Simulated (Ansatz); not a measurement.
Reactions of ClGaH2OS, SMILES `[OH][Ga]([SH])[Cl]`.

Computed with Ansatz on PBE0-D4/def2-TZVP structures; ΔE is electronic, products minus reactants. CBS: MP2 limit from def2 TZ/QZ plus the TZ coupled-cluster correction, frozen cores. This one scheme is used for every species. DFT in def2-TZVPP. For Br, Ga outer-core shells are correlated without core-valence functions, which leaves a few kJ/mol of doubt a bond. Scalar relativity is left out up to krypton. One conformer a species, not always the lowest.

```json
{"reaction": "`[OH][Ga]([SH])[Cl]` + `BrC1CCCC1` → `[OH][Ga]([Cl])[Br]` + `SC1CCCC1`", "B2PLYP (kcal/mol)": "-6.6", "CCSD(T)/CBS(def2) (kcal/mol)": "-6.3"}
{"reaction": "`[OH][Ga]([SH])[Cl]` + `[Cl][Al]1[CH2][SiH2]1` → `[OH][Ga]([Cl])[Cl]` + `[SH][Al]1[CH2][SiH2]1`", "B2PLYP (kcal/mol)": "5.8", "CCSD(T)/CBS(def2) (kcal/mol)": "6.1"}
{"reaction": "`[OH][Ga]([SH])[Cl]` + HBr → `[OH][Ga]([SH])[Br]` + HCl", "B2PLYP (kcal/mol)": "-1.1", "CCSD(T)/CBS(def2) (kcal/mol)": "-1.6"}
{"reaction": "`[OH][Ga]([SH])[Cl]` + `[NH2][Al]([F])[F]` → `[OH][Ga]([F])[Cl]` + `[NH2][Al]([F])[SH]`", "B2PLYP (kcal/mol)": "20.6", "CCSD(T)/CBS(def2) (kcal/mol)": "21.8"}
{"reaction": "`[OH][Ga]([SH])[Cl]` + silanol → `[OH][Ga]([Cl])[O][SiH3]` + H₂S", "B2PLYP (kcal/mol)": "5.0", "CCSD(T)/CBS(def2) (kcal/mol)": "5.3"}
{"reaction": "`[OH][Ga]([SH])[Cl]` + `O[Si](Cl)(Cl)Cl` → `[OH][Ga]([OH])[Cl]` + `S[Si](Cl)(Cl)Cl`", "B2PLYP (kcal/mol)": "20.8", "CCSD(T)/CBS(def2) (kcal/mol)": "20.5"}
{"reaction": "`[OH][Ga]([SH])[Cl]` + silanol → `[OH][Ga]([SH])[O][SiH3]` + HCl", "B2PLYP (kcal/mol)": "11.2", "CCSD(T)/CBS(def2) (kcal/mol)": "10.5"}
{"reaction": "`[OH][Ga]([SH])[Cl]` + `C[N](C)[AlH][SH]` → `C[N](C)[Ga]([OH])[Cl]` + `[SH][AlH][SH]`", "B2PLYP (kcal/mol)": "5.4", "CCSD(T)/CBS(def2) (kcal/mol)": "4.0"}
{"reaction": "`[OH][Ga]([SH])[Cl]` + `[SH][GaH][SH]` → `[OH][Ga]([SH])[SH]` + `[SH][GaH][Cl]`", "B2PLYP (kcal/mol)": "0.6", "CCSD(T)/CBS(def2) (kcal/mol)": "0.4"}
{"reaction": "`[OH][Ga]([SH])[Cl]` + `[OH][Al]([OH])[O][SiH3]` → `[OH][Ga]([SH])[O][SiH3]` + `[OH][Al]([OH])[Cl]`", "B2PLYP (kcal/mol)": "10.9", "CCSD(T)/CBS(def2) (kcal/mol)": "10.0"}
```

Largest T1 diagnostic: 0.014, for `[OH][Ga]([SH])[O][SiH3]`.
